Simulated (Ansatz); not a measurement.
2-(4-methylthiophen-2-yl)pyridine (C10H9NS), SMILES Cc1csc(-c2ccccn2)c1. Atoms are numbered in the order given.

```xyz
21

C     -3.9620    -0.8738     0.8524
C     -2.7056    -0.3651     0.2186
C     -2.6514     0.3773    -0.9386
S     -1.0531     0.7999    -1.3935
C     -0.3993    -0.0218    -0.0195
C      1.0484    -0.0237     0.1722
C      1.6555    -0.6670     1.2634
C      3.0386    -0.6257     1.3787
C      3.7809     0.0506     0.4119
C      3.0868     0.6581    -0.6341
N      1.7665     0.6245    -0.7534
C     -1.3988    -0.5889     0.7397
H     -3.9576    -1.9733     0.9223
H     -4.0798    -0.4834     1.8759
H     -4.8488    -0.5774     0.2756
H     -3.4949     0.6974    -1.5504
H      1.0506    -1.1891     2.0061
H      3.5347    -1.1184     2.2185
H      4.8697     0.1076     0.4644
H      3.6305     1.2006    -1.4164
H     -1.2095    -1.1557     1.6530
```
Charge 0, spin multiplicity 1.

Geometry: PBE0-D3(BJ)/def2-SVP. The values are those of a single conformer.

Two levels are set side by side: PBE-D3(BJ)/def2-SVP (Ansatz, an electronic-structure program) and PBE0-D3(BJ)/def2-SVP (Ansatz). Each level has its own optimised geometry; the coordinates shown are those of the second. Differences are taken from unrounded values.

| quantity | PBE0-D3(BJ) | PBE-D3(BJ) | PBE-D3(BJ) minus PBE0-D3(BJ) |
|---|---|---|---|
| mean bond length (Å) | 1.304 | 1.313 | 0.010 |
| bond C1–C2 (Å) | 1.496 | 1.503 | 0.007 |
| bond C2–C3 (Å) | 1.376 | 1.389 | 0.013 |
| bond C2–C12 (Å) | 1.425 | 1.430 | 0.006 |
| bond C3–S4 (Å) | 1.715 | 1.729 | 0.015 |
| bond S4–C5 (Å) | 1.729 | 1.748 | 0.018 |
| bond C5–C6 (Å) | 1.460 | 1.462 | 0.002 |
| bond C5–C12 (Å) | 1.377 | 1.390 | 0.013 |
| bond C6–C7 (Å) | 1.405 | 1.416 | 0.011 |
| bond C6–N11 (Å) | 1.339 | 1.354 | 0.015 |
| bond C7–C8 (Å) | 1.388 | 1.398 | 0.009 |
| bond C8–C9 (Å) | 1.394 | 1.404 | 0.010 |
| bond C9–C10 (Å) | 1.395 | 1.405 | 0.011 |
| bond C10–N11 (Å) | 1.326 | 1.337 | 0.011 |
| bond C1–H13 (Å) | 1.102 | 1.110 | 0.008 |
| bond C1–H14 (Å) | 1.102 | 1.110 | 0.008 |
| bond C1–H15 (Å) | 1.099 | 1.107 | 0.008 |

GGA bonds tend to be longer and softer than those of functionals with exact exchange. Differences between two approximate levels are no errors against the true value.
